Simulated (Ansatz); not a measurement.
Cartesian coordinates (Å):
```xyz
12

B      2.0264     0.0649    -0.0448
C      0.7075     0.8465     0.0495
C     -0.5212     0.3002     0.0962
C     -0.8729    -1.1531     0.0676
C     -1.6593     1.1773     0.1847
N     -2.5825     1.8527     0.2547
H      2.0500    -1.1230    -0.0886
H      3.0571     0.6579    -0.0756
H      0.7392     1.9305     0.0834
H      0.0122    -1.7751    -0.0030
H     -1.5279    -1.3605    -0.7802
H     -1.4287    -1.4183     0.9684
```
Charge 0, multiplicity 1.

Level of theory: Ansatz (a quantum-chemistry and plane-wave program) with frozen-core CCSD(T)/cc-pVTZ // CAM-B3LYP-D3(BJ)/def2-TZVP. The restricted HF reference is unstable towards unrestricted orbitals.

| Item | Result |
|---|---|
| HF energy | -234.13841 Ha |
| MP2 correlation energy | -0.92380 Ha |

Q: Estimate the CCSD correlation energy, the (T) correction, the total energy and the T1 diagnostic.

A: 
The CCSD correlation energy is -0.95898 Ha and the (T) correction is -0.04686 Ha. The CCSD(T) total energy is -235.14424 Ha. The T1 diagnostic is 0.012.
